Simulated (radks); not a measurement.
Question: The neodymium ion Nd3+ is in [Xe] 4f3. All-electron calculation, scalar-relativistic Kohn-Sham, PBEsol, spin-polarised, spherical densities, finite nucleus; Fermi nuclear charge, rms radius of each element as measured or else 0.836 A^(1/3) + 0.57 fm. Program: a radial shooting solver on a logarithmic mesh with Libxc functionals. Open shells are filled with parallel spins first. One electron is removed from 5p, 4d, 4f, 5s in turn, with full relaxation. Which removal costs least, and what does each cost?

Answer: 4f 40.999 eV; 5p 53.605 eV; 5s 73.464 eV; 4d 156.19 eV. The 4f electron leaves first.
